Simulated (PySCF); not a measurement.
# Relaxation of triplet HfF₂

These are results of PySCF, UPBE0, basis Hf def2-TZVP with ECP60, F def2-TZVP (scalar-relativistic core potentials, no spin–orbit coupling, density fitting), not measurements. A (50,194) grid was used.

A hand-made bent start, of C2v symmetry, held to at least that symmetry:

```xyz
3
charge 0 multiplicity 3, angstrom
Hf    0.0000    0.0000   -0.2160
F     1.7694    0.0000    1.0229
F    -1.7694    0.0000    1.0229
```

(1) What does it relax to?

(2) How much energy is released, and in how many steps?

## Answers

(1) It ends at C2v with Hf–F 1.914 Å (×2); F–Hf–F 138.4° (after a last refinement on a finer grid). A frequency run shows a minimum.

(2) 136.8 kJ/mol in 7 steps.

Open d and f shells are described by one determinant, and the ground state may have another occupation or spin. With an element this heavy the missing spin–orbit coupling can shift these numbers.

The relaxation took of the order of 40 core-seconds on a shared host.
